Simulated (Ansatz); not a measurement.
Compare A (`NC[CH2][GeH3]`) with its isomer B (`C[N](C)[GeH3]`).

Computed with Ansatz on PBE0-D4/def2-TZVP structures; ΔE is electronic, products minus reactants. CCSD(T)/CBS is the MP2 limit (def2-TZVPP, def2-QZVPP) plus CCSD(T) − MP2 in def2-TZVPP, frozen cores. DFT in def2-TZVPP. B3LYP here is the variant with VWN-RPA as its local correlation; programs differ in this. For Ge outer-core shells are correlated without core-valence functions, which leaves a few kJ/mol of doubt a bond. Scalar relativity is left out up to krypton. Each species was taken in one conformer, which may not be the lowest.

Q: Which isomer does CCSD(T)/CBS put lower? Give the gap. (Estimate.)

A: Ansatz gave: A, by 4.7 kcal/mol.

Q: Give E(B) − E(A) in kcal/mol with CCSD(T)/def2-TZVPP, B3LYP-D4, MP2/def2-TZVPP, PBE0-D4, r2SCAN-D4, PBE-D4, CCSD/def2-TZVPP. (Best estimate.)

A: Computed: CCSD(T)/def2-TZVPP 4.0, B3LYP-D4 2.8, MP2/def2-TZVPP 3.8, PBE0-D4 4.5, r2SCAN-D4 4.0, PBE-D4 4.2, CCSD/def2-TZVPP 4.1. None reverses the order clearly.

Largest T1 diagnostic: 0.011.

In def2-TZVPP, CCSD(T) changes the Hartree–Fock value by +1.1 kcal/mol (the triples alone add −0.2 kcal/mol) and MP2 by +0.9 kcal/mol. The D4 term adds −0.9 kcal/mol with B3LYP and −0.5 kcal/mol with PBE0; it sums over pairs of atoms, weighted by their polarisabilities, and B3LYP, whose exchange is more repulsive, gets the larger term.
